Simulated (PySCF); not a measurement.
**Correlation energy of B (boron, neutral)**

[He] 2s1 2p2, high-spin 4P determinant (an excited configuration). Computed with PySCF 2.14 in x2c-QZVPPall with one added diffuse shell each of s, p, d, f type (8s5p4d3f1g, 73 functions), with scalar relativity by spin-free X2C-1e. Frozen: nothing; 5 electrons correlated.

```json
{"level": "CCSD", "correlation energy (mhartree)": "-37.20"}
{"level": "(T)", "correlation energy (mhartree)": "-0.18"}
{"level": "CCSD(T)", "correlation energy (mhartree)": "-37.38"}
```

Diagnostics: T1 = 0.0030, D1 = 0.0056, largest double amplitude 0.030.

Cost of the coupled-cluster step: about 18 core-seconds, for 5 correlated electrons.

Iterations:

```
CC2 = 0
CCSD nocc = (np.int64(4), np.int64(1)), nmo = (73, 73)
frozen orbitals [[], []]
max_cycle = 100
direct = 0
conv_tol = 1e-08
conv_tol_normt = 1e-06
diis_space = 8
diis_start_cycle = 0
Init t2, MP2 energy = -0.030858073534416
Init E_corr(UCCSD) = -0.0308580735381906
cycle = 1  E_corr(UCCSD) = -0.0354751724687765  dE = -0.00461709893  norm(t1,t2) = 0.0232602
cycle = 2  E_corr(UCCSD) = -0.0366274375616326  dE = -0.00115226509  norm(t1,t2) = 0.00877653
cycle = 3  E_corr(UCCSD) = -0.0372292268302965  dE = -0.000601789269  norm(t1,t2) = 0.00377242
cycle = 4  E_corr(UCCSD) = -0.037200194146448  dE = 2.90326838e-05  norm(t1,t2) = 0.000658725
cycle = 5  E_corr(UCCSD) = -0.037205668467683  dE = -5.47432124e-06  norm(t1,t2) = 7.02287e-05
cycle = 6  E_corr(UCCSD) = -0.0372045703990232  dE = 1.09806866e-06  norm(t1,t2) = 1.45836e-05
cycle = 7  E_corr(UCCSD) = -0.0372047691681139  dE = -1.98769091e-07  norm(t1,t2) = 1.99875e-06
cycle = 8  E_corr(UCCSD) = -0.0372047448788723  dE = 2.42892417e-08  norm(t1,t2) = 4.03219e-07
cycle = 9  E_corr(UCCSD) = -0.0372047417418127  dE = 3.13705956e-09  norm(t1,t2) = 8.7838e-08
UCCSD converged
E(UCCSD) = -24.49642839066293  E_corr = -0.03720474174181269
UCCSD(T) correction = -0.000182227215009643
```

This basis was not built for core-valence correlation, so the inner-shell part is incomplete.
